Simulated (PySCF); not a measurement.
2-phenylselenophene (C10H8Se), SMILES c1ccc(-c2ccc[se]2)cc1. Atoms are numbered in the order given.

```xyz
19

C     -3.8056     0.4456    -0.4098
C     -3.1289    -0.7731    -0.3895
C     -1.7400    -0.8030    -0.3141
C     -0.9943     0.3851    -0.2483
C      0.4676     0.3688    -0.1729
C      1.3499     1.3274    -0.6104
C      2.7276     1.0381    -0.3941
C      2.9710    -0.1564     0.2235
Se     1.3994    -1.0567     0.6071
C     -1.6903     1.6057    -0.2602
C     -3.0783     1.6340    -0.3466
H     -4.8959     0.4695    -0.4717
H     -3.6868    -1.7110    -0.4421
H     -1.2190    -1.7644    -0.3269
H      1.0113     2.2334    -1.1171
H      3.5290     1.7121    -0.7040
H      3.9390    -0.5818     0.4860
H     -1.1328     2.5410    -0.1785
H     -3.5985     2.5949    -0.3517
```
Charge 0, spin multiplicity 1.

Coordinates come from a PBE0-D3(BJ)/def2-SVP optimisation. One conformer was computed; it need not be the lowest.

The numbers are results of PySCF with PBE/pcSseg-1, not measurements.

GIAO shieldings, no solvent; atoms listed in one row are averaged. δ = σ(ref) − σ: ¹³C against TMS (σ = 182.0 ppm); ⁷⁷Se against Me2Se (σ = 1634.8 ppm); ¹H against TMS (σ = 31.49 ppm), references at their B3LYP-D3(BJ)/def2-TZVP geometries, non-relativistic.

```tsv
nucleus	atoms	count	δ (ppm)
¹³C	C5	1	162.6
¹³C	C4	1	141.1
¹³C	C8	1	139.2
¹³C	C7	1	134.6
¹³C	C2, C11	2	134.0
¹³C	C3	1	133.1
¹³C	C1	1	132.3
¹³C	C10	1	130.0
¹³C	C6	1	128.2
⁷⁷Se	Se9	1	518.5
¹H	H18	1	7.84
¹H	H14	1	7.69
¹H	H13, H19	2	7.63
¹H	H17	1	7.63
¹H	H15	1	7.52
¹H	H12	1	7.50
¹H	H16	1	7.38
```
